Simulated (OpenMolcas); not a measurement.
Mo3+.

```
Program             : OpenMolcas 26.06
Method              : RASSCF
Basis               : ANO-RCC-VQZP [8s7p5d3f2g1h]
Scalar Hamiltonian  : DKH2, point nucleus
Active space        : 9 electrons in 8 orbitals (RAS1 4p, at most 2 holes; RAS2 4d)
State averaging     : 2S+1 = 4 even, 10 roots; 2S+1 = 2 even, 40 roots
Spin-orbit coupling : RASSI with atomic mean-field integrals over the reference wave functions, term energies averaged over their components
```

Levels without dynamic correlation, in cm-1 above 4d3 4F 3/2:

```
        Level      E
   4d3 2P 1/2  17311
   4d3 4P 1/2  12525
   4d3 2G 7/2  14502
4d3 2D 5/2(1)  19757
   4d3 2H 9/2  20016
   4d3 2F 7/2  30703
4d3 2D 5/2(2)  45550
```

On this reference, MS-RASPT2, IPEA 0.25 Eh, imaginary shift 0.1 Eh (closed shells correlated: 4s) puts 4d3 2P 1/2 at 14270 cm-1.

**Question.** Estimate the other levels at that method by one scale factor, and say how well it serves.

**Answer.** The factor is 14270 / 17311 = 0.824. Scaled values beside those that MS-RASPT2 gives and measured ones (Sugar and Musgrove, J. Phys. Chem. Ref. Data 17, 155 (1988)):
| Level | Scaled | MS-RASPT2 | Miss (%) | Measured |
| --- | --- | --- | --- | --- |
| 4d3 4P 1/2 | 10321 | 10700 | -3.5 | 10338 |
| 4d3 2G 7/2 | 11950 | 11810 | +1.2 | 11580 |
| 4d3 2D 5/2(1) | 16280 | 17490 | -6.9 | 16809 |
| 4d3 2H 9/2 | 16493 | 16240 | +1.6 | 15995 |
| 4d3 2F 7/2 | 25299 | 25360 | -0.2 | 24787 |
| 4d3 2D 5/2(2) | 37533 | 39800 | -5.7 | 38922 |
For these levels the scaled values miss MS-RASPT2 by up to 6.9 %, as correlation changes each term by its own factor, spin-orbit parts do not scale and CASPT2 has its own spread within terms. This holds within one configuration; levels of others move differently, and the target method has errors of its own against measurement.

CASPT2 does not keep the components of a term degenerate, so their means are used; among the terms shown or strongly mixed into the levels shown the widest spread is 1400 cm-1 (4d3 4F, MS-RASPT2). Active for correlation alone: 4p; no level in the range computed is led by a configuration that opens it, so any true level of that kind is missing. Without dynamic correlation excited terms often stand tens of per cent too high (terms of higher spin than the ground term too low), and those without a measured partner can miss by more than the paired ones (holds for RASSCF). The CASPT2 spread within a term exceeds the gap to the next term for 4d3 2H and 4d3 2D(1), so the order of their levels is uncertain (holds for MS-RASPT2). Computed and measured levels are paired by configuration, term and J; levels that our copy of the source lacks, or whose pairing is in doubt (as where it misses far off the trend of its configuration), stay unpaired and out of the deviations. Levels of configurations outside the active space are missing.

A number in round brackets counts repeated terms of one configuration in the order of the reference energies.
